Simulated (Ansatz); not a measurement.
Consider the formal exchange of groups at a Ge–Si bond: `O[SiH2][GeH2][OH]` + `CC#CC(F)F` → `CC#[C][GeH2][OH]` + `O[SiH2]C(F)F`.

Isolated molecules relaxed with PBE0-D4/def2-TZVP in Ansatz; ΔE leaves out vibrations. CCSD(T)/CBS is the MP2 limit (def2-TZVPP, def2-QZVPP) plus CCSD(T) − MP2 in def2-TZVPP, frozen cores. DFT in def2-TZVPP. B3LYP here is the variant with VWN-RPA as its local correlation; programs differ in this. For Ge outer-core shells are correlated without core-valence functions, which leaves a few kJ/mol of doubt a bond. Scalar relativity is left out up to krypton. Each species was taken in one conformer, which may not be the lowest.

```
             level  ΔE (kcal/mol)  difference from CCSD(T)/CBS
            PBE-D4           -1.8                          4.5
         r2SCAN-D4           -4.2                          2.1
           PBE0-D4           -2.7                          3.6
          B3LYP-D4           -4.3                          2.0
           ωB97M-V           -6.0                          0.3
            B2PLYP           -5.7                          0.6
              PBE0           -2.6                          3.7
             B3LYP           -4.1                          2.2
     HF/def2-TZVPP           -7.5                         -1.2
   CCSD/def2-TZVPP           -6.7                         -0.4
CCSD(T)/def2-TZVPP           -6.7                         -0.4
     HF/def2-QZVPP           -7.5                         -1.2
SCS-MP2/def2-QZVPP           -7.8                         -1.5
      HF/CBS(def2)           -7.5                         -1.2
     MP2/CBS(def2)           -7.1                         -0.8
    CCSD/CBS(def2)           -6.2                          0.1
       CCSD(T)/CBS           -6.3                            0
```

Largest T1 diagnostic among the species: 0.012.

From PBE to PBE0 (25 % exact exchange), in def2-TZVPP and without D4, ΔE moves by −0.9 kcal/mol.

CCSD(T)/CBS has its own doubt, a few kJ/mol and more with outer-core shells, so smaller differences from it don't rank the levels.
